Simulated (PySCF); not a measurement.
## `C[C@H]1C[Si@@H]([AsH][SiH3])O1`, C$_{3}$H$_{11}$AsOSi$_{2}$

Molfile (atoms numbered from 1):
```
C3H11AsOSi2
     RDKit          3D

 18 18  0  0  0  0  0  0  0  0999 V2000
   -2.7252    0.6942    0.1486 C   0  0  0  0  0  0  0  0  0  0  0  0
   -1.8845   -0.5661    0.1453 C   0  0  1  0  0  0  0  0  0  0  0  0
   -0.9576   -0.7078   -1.0629 C   0  0  0  0  0  0  0  0  0  0  0  0
    0.4239   -0.6768    0.2573 Si  0  0  1  0  0  4  0  0  0  0  0  0
    1.7926    1.1596    0.5473 As  0  0  0  0  0  3  0  0  0  0  0  0
    3.5434    0.3114   -0.7219 Si  0  0  0  0  0  4  0  0  0  0  0  0
   -0.9267   -0.5191    1.2073 O   0  0  0  0  0  0  0  0  0  0  0  0
   -3.2599    0.7863    1.0909 H   0  0  0  0  0  0  0  0  0  0  0  0
   -2.0756    1.5610    0.0322 H   0  0  0  0  0  0  0  0  0  0  0  0
   -3.4420    0.6676   -0.6688 H   0  0  0  0  0  0  0  0  0  0  0  0
   -2.5147   -1.4481    0.2994 H   0  0  0  0  0  0  0  0  0  0  0  0
   -1.0192    0.1400   -1.7409 H   0  0  0  0  0  0  0  0  0  0  0  0
   -1.1106   -1.6221   -1.6263 H   0  0  0  0  0  0  0  0  0  0  0  0
    1.0219   -2.0128    0.4333 H   0  0  0  0  0  0  0  0  0  0  0  0
    1.2106    1.8952   -0.6372 H   0  0  0  0  0  0  0  0  0  0  0  0
    4.1693   -0.8054   -0.0013 H   0  0  0  0  0  0  0  0  0  0  0  0
    3.1712   -0.1894   -2.0523 H   0  0  0  0  0  0  0  0  0  0  0  0
    4.5743    1.3387   -0.9264 H   0  0  0  0  0  0  0  0  0  0  0  0
  1  2  1  0
  2  3  1  0
  3  4  1  0
  4  5  1  0
  5  6  1  0
  4  7  1  0
  7  2  1  0
  1  8  1  0
  1  9  1  0
  1 10  1  0
  2 11  1  1
  3 12  1  0
  3 13  1  0
  4 14  1  1
  5 15  1  0
  6 16  1  0
  6 17  1  0
  6 18  1  0
M  END
```

Theory: PySCF, TDDFT BHandHLYP/def2-SVPD circular dichroism and optical rotation, one conformer, gas phase. Geometry: GFN2-xTB.

The molecule is flexible and this is one conformer; a measurement averages over conformers. The calculation is non-relativistic, which matters for the atoms heavier than Zn.

Stereocentres: C2 S, Si4 R.

(1) Give the optical rotatory dispersion at 633, 589.3, 546, 436, 405, 365, 355 nm.

(2) And for the mirror image at 589.3 nm?

(3) What is the molar rotation [Φ] = [α]·M/100 of the geometry above at 589.3 nm?

Results:

(1) [α] in deg dm⁻¹ (g/mL)⁻¹:
```
λ (nm)  origin-invariant length gauge  modified velocity gauge  length gauge (centre of mass)  isotropic polarisability (au)
   633                         -252.6                   -249.6                         -253.4                          125.1
 589.3                         -298.2                   -294.7                         -299.2                          125.7
   546                         -357.7                   -353.4                         -358.9                          126.5
   436                         -633.6                   -626.2                         -635.6                          129.7
   405                         -777.0                   -767.9                         -779.3                          131.3
   365                        -1056.8                  -1044.5                        -1059.8                          134.0
   355                        -1152.9                  -1139.7                        -1156.2                          134.8
```

(2) +298.2 deg dm⁻¹ (g/mL)⁻¹ (origin-invariant length gauge): the same size and the opposite sign.

(3) With M = 194.21 g/mol, -579.2 deg cm² dmol⁻¹ (origin-invariant length gauge).

The first excitation lies at 6.02 eV (206 nm) with R = -42.4 × 10⁻⁴⁰ esu² cm² (velocity form).
